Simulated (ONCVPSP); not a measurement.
Before and after: ONCV potential for Tb

ONCVPSP 4.0.1 input, shortened (lines: element, Z, core and valence counts, functional; n l f; lmax; l rc ep ncon nbas qcut; lloc lpopt rc5 dvloc0; l nproj debl; icmod fcfact rcfact), LDA (Perdew-Zunger), non-relativistic:

```
  Tb 65.00   10    4        3      upf
    1    0    2.00
    2    0    2.00
    2    1    6.00
    3    0    2.00
    3    1    6.00
    3    2   10.00
    4    0    2.00
    4    1    6.00
    4    2   10.00
    4    3    8.00
    5    0    2.00
    5    1    6.00
    5    2    1.00
    6    0    2.00
    2
    0    2.00    0.00    4    7    5.00
    1    2.55    0.00    5    9    4.30
    2    3.25    0.00    5   10    3.80
    4    5    1.95    0.00
    0    3    3.40
    1    1    3.90
    2    1    3.00
    3    2.50    1.10
```

Change: all radii but the core radius scaled by about 1.20 (s 2.40, p 3.06, d 3.92 bohr); local potential polynomial inside 2.34 bohr (lpopt 5, dvloc0 0 Ha).

Cutoffs: the cutoffs (Ha) at which the residual kinetic energy of the hardest occupied pseudo-wave falls to 1 and 0.1 mHa per electron; they do not see the model core or the augmentation charge, which bear on the density cutoff. Errors are all-electron minus pseudo energies relative to the spin-unpolarised reference configuration.

Problem. Predict the effect on cutoff, ghosts and configuration errors.

Solution. The potential gets softer (11 Ha and 18 Ha → 8.3 Ha and 10 Ha); of the 4 tests that both files solve, the error grows in 4 and shrinks in 0 by more than 15 % and 0.3 meV (median size 3.3 → 6.3 meV); neither file shows a bound ghost. A larger radius leaves more room for a smooth pseudo-wave, so fewer plane waves are needed. More of the atom is replaced by a form fitted at one configuration, so other configurations suffer.

| quantity | base | changed |
| --- | --- | --- |
| cutoff, loose | 11 Ha | 8.3 Ha |
| cutoff, tight | 18 Ha | 10 Ha |
| loose cutoff by channel | s 11 Ha, p 6.8 Ha, d 6.4 Ha | s 8.3 Ha, p 6.7 Ha, d 5.4 Ha |
| bound ghosts | none | none |
| GHOST(+) flags under 300 eV | s at 176.1 eV, d at 226.1 eV | none |
| error for 5s2 5p6 5d1 6s1, meV [ΔE 6.43 eV] | +0.5 | -0.8 |
| error for 5s2 5p6 5d1 6s0, meV [ΔE 18.10 eV] | +4.0 | -5.3 |
| error for 5s2 5p6 5d0 6s0, meV [ΔE 38.77 eV] | +39 | +118 |
| error for 5s2 5p6 5d1.5 6s1.5, meV [ΔE 0.38 eV] | +2.7 | +7.3 |
| rms error of d²Exc/dni dnj with the model core, mHa | 3.44 | 3.31 |
